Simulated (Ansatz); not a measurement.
Consider the substitution at a C–C bond: `B/C=C/CC` + `OC(F)F` → `CCOC(F)F` + `BC=C`.

Computed with Ansatz on PBE0-D4/def2-TZVP structures; ΔE is electronic, products minus reactants. CCSD(T)/CBS adds triple-zeta CCSD(T) − MP2 to the extrapolated MP2 energy (def2 sets, frozen cores). DFT in def2-TZVPP. Each species was taken in one conformer, which may not be the lowest.

```
             level  ΔE (kJ/mol)
           ωB97X-V         53.6
SCS-MP2/def2-TZVPP         57.5
```

Problem. What does CCSD(T)/CBS give? (An estimate is asked.)

Solution. The calculation gave: +57.4 kJ/mol. The listed levels differ from it by -3.8, 0.1 kJ/mol.

Largest T1 diagnostic among the species: 0.012.

In def2-TZVPP, CCSD(T) changes the Hartree–Fock value by +9.6 kJ/mol (the triples alone add +1.1 kJ/mol) and MP2 by +17.5 kJ/mol.
